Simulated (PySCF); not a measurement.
**Core-level binding energies of `[CH3][Ge]([CH3])([CH3])[CH3]`**

C₄H₁₂Ge.
Atom-mapped SMILES: `[CH3:1][Ge:2]([CH3:3])([CH3:4])[CH3:5]`

Computed, not measured: delta-SCF UKS SCAN, pcX-3 on the ionised atom, pcseg-2 elsewhere, spin-free X2C (PySCF). These are vertical core ionisation energies against the vacuum level, from separate self-consistent calculations with and without the core hole.

**Question.** What binding energy does each computed site have?

**Answer.** 
| atom(s) | environment | level | binding energy (eV) | count |
| --- | --- | --- | --- | --- |
| C1/C3/C4/C5 | sp3 carbon bound to germanium | C 1s | 289.67 | 4 |

**Question.** Which photon energy gives electrons from C 1s of C1/C3/C4/C5 a kinetic energy of 150 eV, and what is their de Broglie wavelength?

**Answer.** hν = 289.67 + 150 = 439.67 eV, recoil neglected; λ = 12.264 Å/√(E/eV) = 1.00 Å.

The first atom of each set that the bonding makes equivalent was ionised and stands for the set. No level of germanium is listed. Isolated species at its PBE0-D3(BJ)/def2-TZVP geometry, gas phase.
